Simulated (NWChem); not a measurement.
System: SiH2Cl, doublet; SMILES [SiH2]Cl

Parts of the log:

```
             Northwest Computational Chemistry Package (NWChem) 7.3.0
             --------------------------------------------------------

 CS  symmetry detected

                             Geometry "geometry" -> ""
                             -------------------------

 Output coordinates in angstroms (scale by  1.889725989 to convert to a.u.)

  No.       Tag          Charge          X              Y              Z
 ---- ---------------- ---------- -------------- -------------- --------------
    1 Si                  14.0000     0.06434845     1.00984734     0.00000000
    2 Cl                  17.0000     0.00804896    -1.01136387     0.00000000
    3 H                    1.0000    -0.51885532     1.52766154     1.22440234
    4 H                    1.0000    -0.51885532     1.52766154    -1.22440234

 Effective nuclear repulsion energy (a.u.)      78.9839708654

      Symmetry information
      --------------------

 Group name             Cs
 Group number              2
 Group order               2
 No. of unique centers     3

                                Z-matrix (autoz)
                                --------

 Units are Angstrom for bonds and degrees for angles

      Type          Name      I     J     K     L     M      Value
      ----------- --------  ----- ----- ----- ----- ----- ----------
    1 Stretch                  1     2                       2.02200
    2 Stretch                  1     3                       1.45170
    3 Stretch                  1     4                       1.45170
    4 Bend                     2     1     3               110.20451
    5 Bend                     2     1     4               110.20451
    6 Bend                     3     1     4               115.00807
    7 Torsion                  2     1     3     4        -125.29328
    8 Torsion                  2     1     4     3         125.29328
    9 Torsion                  3     1     2     4         127.98378
   10 Torsion                  2     4     1     3        -125.29328
   11 Torsion                  3     2     1     4        -127.98378
   12 Torsion                  2     3     1     4         125.29328

                           NWChem Geometry Optimization
                           ----------------------------

 maximum gradient threshold         (gmax) =   0.000450
 rms gradient threshold             (grms) =   0.000300
 maximum cartesian step threshold   (xmax) =   0.001800
 rms cartesian step threshold       (xrms) =   0.001200
 fixed trust radius                (trust) =   0.300000
 source of zmatrix                         =   autoz

          -------------------
          Energy Minimization
          -------------------

 Using diagonal initial Hessian
 Scaling for Hessian diagonals: bonds = 1.00  angles = 0.25  torsions = 0.10

          --------
          Step   0

                                 NWChem DFT Module
                                 -----------------

 Summary of "ao basis" -> "ao basis" (spherical)
 ------------------------------------------------------------------------------
       Tag                 Description            Shells   Functions and Types
 ---------------- ------------------------------  ------  ---------------------
 Si                          6-31g*                  8       18   4s3p1d
 Cl                          6-31g*                  8       18   4s3p1d
 H                           6-31g*                  2        2   2s

      Symmetry analysis of basis
      --------------------------

        a'         28
        a"         12

            General Information
            -------------------
          SCF calculation type: DFT
          Wavefunction type:  spin polarized.
          No. of atoms     :     4
          No. of electrons :    33
           Alpha electrons :    17
            Beta electrons :    16
          Charge           :     0
          Spin multiplicity:     2
          Use of symmetry is: on ; symmetry adaption is: on
          Maximum number of iterations: 150
          AO basis - number of functions:    40
                     number of shells:    20
          Convergence on energy requested:  1.00D-06
          Convergence on density requested:  1.00D-05
          Convergence on gradient requested:  5.00D-04

              XC Information
              --------------
                         B3LYP Method XC Potential
                     Hartree-Fock (Exact) Exchange  0.200
                        Slater Exchange Functional  0.800 local
                    Becke 1988 Exchange Functional  0.720 non-local
              Lee-Yang-Parr Correlation Functional  0.810
                  VWN I RPA Correlation Functional  0.190 local

             Grid Information
             ----------------
          Grid used for XC integration:  medium
          Radial quadrature: Mura-Knowles
          Angular quadrature: Lebedev.
          Tag              B.-S. Rad. Rad. Pts. Rad. Cut. Ang. Pts.
          ---              ---------- --------- --------- ---------
          Si                  1.10       88           8.0       590
          Cl                  1.00       88           8.0       590
          H                   0.35       45           8.0       434
          Grid pruning is: on
          Number of quadrature shells:   221
          Spatial weights used:  Erf1

      Superposition of Atomic Density Guess
      -------------------------------------

 Sum of atomic energies:        -749.26435532

      Non-variational initial energy
      ------------------------------

 Total energy =    -749.652261
 1-e energy   =   -1193.693821
 2-e energy   =     365.057589
 HOMO         =      -0.123863
 LUMO         =       0.063579

   Symmetry analysis of molecular orbitals - initial alpha
   -------------------------------------------------------

  Numbering of irreducible representations:

     1 a'          2 a"

  Orbital symmetries:

     1 a'          2 a'          3 a'          4 a'          5 a"
     6 a'          7 a'          8 a"          9 a'         10 a'
    11 a'         12 a'         13 a'         14 a"         15 a'
    16 a"         17 a'         18 a'         19 a'         20 a"
    21 a'         22 a"         23 a'         24 a'         25 a'
    26 a'         27 a"

   Symmetry analysis of molecular orbitals - initial beta
   ------------------------------------------------------

  Numbering of irreducible representations:

     1 a'          2 a"

  Orbital symmetries:

     1 a'          2 a'          3 a'          4 a'          5 a"
     6 a'          7 a'          8 a"          9 a'         10 a'
    11 a'         12 a'         13 a'         14 a"         15 a'
    16 a"         17 a'         18 a'         19 a'         20 a"
    21 a'         22 a"         23 a'         24 a'         25 a'
    26 a'         27 a"

   convergence    iter        energy       DeltaE   RMS-Dens  Diis-err
 ---------------- ----- ----------------- --------- --------- ---------
 d= 0,ls=0.0,diis     1   -750.8440097702 -8.30D+02  1.06D-02  5.17D-02
                                                     8.42D-03  4.70D-02
 d= 0,ls=0.0,diis     2   -750.8546998343 -1.07D-02  5.19D-03  2.54D-02
                                                     5.28D-03  2.57D-02
 d= 0,ls=0.0,diis     3   -750.8713988188 -1.67D-02  1.48D-03  2.89D-03
                                                     1.37D-03  2.69D-03
 d= 0,ls=0.0,diis     4   -750.8731788206 -1.78D-03  3.42D-04  1.04D-04
                                                     2.79D-04  9.86D-05
 d= 0,ls=0.0,diis     5   -750.8732441394 -6.53D-05  8.25D-05  4.31D-06
                                                     6.48D-05  3.73D-06
  Resetting Diis
 d= 0,ls=0.0,diis     6   -750.8732479344 -3.80D-06  1.72D-05  1.82D-07
                                                     1.92D-05  1.69D-07
 d= 0,ls=0.0,diis     7   -750.8732481761 -2.42D-07  5.49D-06  1.14D-08
                                                     2.98D-06  5.99D-09

         Total DFT energy =     -750.873248176077
      One electron energy =    -1194.859370032417
           Coulomb energy =      414.983175244565
    Exchange-Corr. energy =      -49.981024253589
 Nuclear repulsion energy =       78.983970865364

 Numeric. integr. density =       32.999993790817

                  Occupations of the irreducible representations
                  ----------------------------------------------

                     irrep           alpha         beta
                     --------     --------     --------
                     a'               13.0         12.0
                     a"                4.0          4.0

                    DFT Final Alpha Molecular Orbital Analysis
                    ------------------------------------------

[...]

      ----------------------
      Optimization converged
      ----------------------

  Step       Energy      Delta E   Gmax     Grms     Xrms     Xmax
  ---- ---------------- -------- -------- -------- -------- --------
@    5    -750.87612183 -2.7D-08  0.00002  0.00001  0.00019  0.00032
                                     ok       ok       ok       ok

                                Z-matrix (autoz)
                                --------

 Units are Angstrom for bonds and degrees for angles

      Type          Name      I     J     K     L     M      Value     Gradient
      ----------- --------  ----- ----- ----- ----- ----- ---------- ----------
    1 Stretch                  1     2                       2.08238    0.00002
    2 Stretch                  1     3                       1.49070   -0.00000
    3 Stretch                  1     4                       1.49070   -0.00000
    4 Bend                     2     1     3               108.34010   -0.00000
    5 Bend                     2     1     4               108.34010   -0.00000
    6 Bend                     3     1     4               110.55215    0.00000
    7 Torsion                  2     1     3     4        -118.57526    0.00000
    8 Torsion                  2     1     4     3         118.57526   -0.00000
    9 Torsion                  3     1     2     4         119.96867    0.00000
   10 Torsion                  2     4     1     3        -118.57526    0.00000
   11 Torsion                  3     2     1     4        -119.96867   -0.00000
   12 Torsion                  2     3     1     4         118.57526   -0.00000

                         Geometry "geometry" -> "geometry"
                         ---------------------------------

 Output coordinates in angstroms (scale by  1.889725989 to convert to a.u.)

  No.       Tag          Charge          X              Y              Z
 ---- ---------------- ---------- -------------- -------------- --------------
    1 Si                  14.0000     0.12991015     1.02664434     0.00000000
    2 Cl                  17.0000    -0.00132791    -1.05159978     0.00000000
    3 H                    1.0000    -0.54694774     1.53938100     1.22521772
    4 H                    1.0000    -0.54694774     1.53938100    -1.22521772

 Effective nuclear repulsion energy (a.u.)      76.8031607413

      Symmetry information
      --------------------

 Group name             Cs
 Group number              2
 Group order               2
 No. of unique centers     3

                Final and change from initial internal coordinates
                --------------------------------------------------

                                Z-matrix (autoz)
                                --------

 Units are Angstrom for bonds and degrees for angles

      Type          Name      I     J     K     L     M      Value       Change
      ----------- --------  ----- ----- ----- ----- ----- ---------- ----------
    1 Stretch                  1     2                       2.08238    0.06039
    2 Stretch                  1     3                       1.49070    0.03901
    3 Stretch                  1     4                       1.49070    0.03901
    4 Bend                     2     1     3               108.34010   -1.86441
    5 Bend                     2     1     4               108.34010   -1.86441
    6 Bend                     3     1     4               110.55215   -4.45592
    7 Torsion                  2     1     3     4        -118.57526    6.71802
    8 Torsion                  2     1     4     3         118.57526   -6.71802
    9 Torsion                  3     1     2     4         119.96867   -8.01512
   10 Torsion                  2     4     1     3        -118.57526    6.71802
   11 Torsion                  3     2     1     4        -119.96867    8.01512
   12 Torsion                  2     3     1     4         118.57526   -6.71802

 ==============================================================================
                                internuclear distances
 ------------------------------------------------------------------------------
       center one      |      center two      | atomic units |  angstroms
 ------------------------------------------------------------------------------
    2 Cl               |   1 Si               |     3.93513  |     2.08238
    3 H                |   1 Si               |     2.81702  |     1.49070
    4 H                |   1 Si               |     2.81702  |     1.49070
 ------------------------------------------------------------------------------
                         number of included internuclear distances:          3
 ==============================================================================

[...]

 Rotational Constants
 --------------------
 A=   4.285322 cm-1  (  6.165484 K)
 B=   0.229239 cm-1  (  0.329816 K)
 C=   0.222822 cm-1  (  0.320584 K)

 Temperature                      =   298.15K
 frequency scaling parameter      =   1.0000

 Zero-Point correction to Energy  =   10.399 kcal/mol  (  0.016572 au)
 Thermal correction to Energy     =   12.482 kcal/mol  (  0.019891 au)
 Thermal correction to Enthalpy   =   13.074 kcal/mol  (  0.020835 au)

 Total Entropy                    =   61.288 cal/mol-K
   - Translational                =   38.415 cal/mol-K (mol. weight =  64.9614)
   - Rotational                   =   21.517 cal/mol-K (symmetry #  =        1)
   - Vibrational                  =    1.356 cal/mol-K

 Cv (constant volume heat capacity) =    9.316 cal/mol-K
   - Translational                  =    2.979 cal/mol-K
   - Rotational                     =    2.979 cal/mol-K
   - Vibrational                    =    3.357 cal/mol-K

[normal modes left out]

 ----------------------------------------------------------------------------
 Normal Eigenvalue ||           Projected Infra Red Intensities
  Mode   [cm**-1]  || [atomic units] [(debye/angs)**2] [(KM/mol)] [arbitrary]
 ------ ---------- || -------------- ----------------- ---------- -----------
    1       -0.000 ||    0.000065           0.002         0.064       0.015
    2        0.000 ||    0.000718           0.017         0.700       0.164
    3        0.000 ||    0.000686           0.016         0.669       0.157
    4        0.000 ||    0.000832           0.019         0.811       0.191
    5        0.000 ||    0.000000           0.000         0.000       0.000
    6        0.000 ||    0.000825           0.019         0.805       0.189
    7      529.986 ||    0.071847           1.658        70.040      16.462
    8      649.836 ||    0.015547           0.359        15.156       3.562
    9      731.769 ||    0.084004           1.938        81.891      19.248
   10      925.223 ||    0.100630           2.322        98.099      23.057
   11     2198.837 ||    0.079730           1.839        77.724      18.268
   12     2242.286 ||    0.168834           3.895       164.588      38.685
 ----------------------------------------------------------------------------
```

Level: B3LYP/6-31G* (spherical d), spin-unrestricted. In the optimisation the excess spin sits in a' (Cs, its own frame). B3LYP is NWChem's, with the RPA form of VWN correlation.

Q: Reconstruct the input file.

A: Several could match; the one computed here: the input that was run:
```
start job
memory heap 200 mb stack 700 mb global 900 mb
geometry units angstroms
  Si    -1.048629     0.025622     0.249773
  Cl     0.925471    -0.022778    -0.185027
  H     -1.635643     1.267073    -0.220030
  H     -1.697343    -1.180927    -0.231630
end
basis spherical
  * library 6-31g*
end
dft
  odft
  mult 2
  xc b3lyp
  iterations 150
end
driver
  maxiter 120
end
task dft optimize
task dft freq
```
